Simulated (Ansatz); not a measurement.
`C[SiH](S)C#N`: the same geometry under several functionals.

```yaml
crystal:
  periodic: [false, false, false]
  atoms:
    - {symbol: C, position_ang: [-1.045937, -1.069003, 0.163367]}
    - {symbol: Si, position_ang: [0.329007, 0.165112, 0.304949]}
    - {symbol: S, position_ang: [2.039812, -0.612240, -0.688836]}
    - {symbol: C, position_ang: [-0.200307, 1.743240, -0.517592]}
    - {symbol: N, position_ang: [-0.529058, 2.724370, -1.024562]}
    - {symbol: H, position_ang: [-0.774408, -1.997931, 0.669213]}
    - {symbol: H, position_ang: [-1.954541, -0.674405, 0.623147]}
    - {symbol: H, position_ang: [-1.258199, -1.290115, -0.884507]}
    - {symbol: H, position_ang: [0.638268, 0.547480, 1.701469]}
    - {symbol: H, position_ang: [2.838263, 0.412393, -0.343846]}
basis:
  gaussian: {orbitals: def2-TZVPP}
hamiltonian: {xc: pbe, dispersion: d4}
output: {forces: true, orbitals: {seedname: orbitals}}
```

```sh
$ ansatz run in.yaml --threads 4 --pin off --events-out ev --progress --plain --max-ram 10444MiB
```

It prints (some lines left out):

```
Functional definition: PBE
  name "PBE"
  cite "Perdew, Burke & Ernzerhof, Phys. Rev. Lett. 77, 3865 (1996) doi:10.1103/PhysRevLett.77.3865"
  parent pbe
  parameter kappa = 0.804
  parameter beta = 0.06672455060314922
  exchange = pbe_x(kappa = kappa, mu = beta*pi^2/3)
  correlation = pbe_c(beta = beta)
1382 factors; their error is unknown
mean field evaluation 1: about -22335.3675 eV, gradient 7.6e1 eV
mean field evaluation 2: about -22311.1290 eV, gradient 1.2e2 eV
mean field evaluation 4: about -22347.7633 eV, gradient 1.1e1 eV
mean field evaluation 8: about -22348.0596 eV, gradient 1.0e-1 eV
mean field evaluation 16: about -22348.0317 eV, gradient 4.8e-3 eV
mean field -22348.03172920 eV, -821.2750180083 hartree, gradient 2.0e-5 eV, S^2 0.000000; 0 other end points of the search recorded, 0 dependent functions left out
the calculation of the forces begins
reference -22348.03176968 eV, -821.2750194958 hartree; 27, 27 occupied and 220, 220 virtual orbitals, 1382 factors
Total energy: -22348.27555759 eV, -821.2839785363 hartree
Atom 0 at    -1.045937    -1.069003     0.163367 Å, force     0.011517    -0.012592     0.000967 eV/Å
Atom 1 at     0.329007     0.165112     0.304949 Å, force    -0.027021     0.134140     0.001699 eV/Å
Atom 2 at     2.039812    -0.612240    -0.688836 Å, force     0.054102    -0.301322    -0.186345 eV/Å
Atom 3 at    -0.200307     1.743240    -0.517592 Å, force     0.409044    -1.246621     0.659847 eV/Å
Atom 4 at    -0.529058     2.724370    -1.024562 Å, force    -0.446791     1.344311    -0.700114 eV/Å
Atom 5 at    -0.774408    -1.997931     0.669213 Å, force     0.043157    -0.178208     0.094193 eV/Å
Atom 6 at    -1.954541    -0.674405     0.623147 Å, force    -0.170403     0.071687     0.085082 eV/Å
Atom 7 at    -1.258199    -1.290115    -0.884507 Å, force    -0.044766    -0.044190    -0.193311 eV/Å
Atom 8 at     0.638268     0.547480     1.701469 Å, force     0.026649     0.040365     0.171247 eV/Å
Atom 9 at     2.838263     0.412393    -0.343846 Å, force     0.144513     0.192431     0.066735 eV/Å
Dipole moment:     0.081412    -0.591542     0.368986 e Å
```

It took 2.3 s on 4 threads of an Arm Neoverse V1 on a shared host, with 0.33 GiB of host memory at the peak.

Changing it to `hamiltonian: {xc: r2scan, dispersion: d4}` (abridged; 4.4 s):

```
Functional definition: r2SCAN
mean field evaluation 16: about -22357.8861 eV, gradient 5.7e-4 eV
mean field -22357.88613819 eV, -821.6371608588 hartree, gradient 8.6e-5 eV, S^2 0.000000
Total energy: -22357.94684519 eV, -821.6393917999 hartree
Atom 0 force     0.003814    -0.006171     0.008029 eV/Å
Atom 1 force    -0.035690     0.076422     0.017170 eV/Å
Atom 2 force     0.047019    -0.043161    -0.030759 eV/Å
Atom 3 force     0.158341    -0.494095     0.268760 eV/Å
Atom 4 force    -0.157913     0.477681    -0.251740 eV/Å
Atom 5 force    -0.018758     0.013144    -0.014908 eV/Å
Atom 6 force     0.014589    -0.018856    -0.013681 eV/Å
Atom 7 force    -0.002430    -0.001826     0.025632 eV/Å
Atom 8 force    -0.010662    -0.010369    -0.009722 eV/Å
Atom 9 force     0.001690     0.007231     0.001219 eV/Å
Dipole moment:     0.080203    -0.592215     0.381106 e Å
```
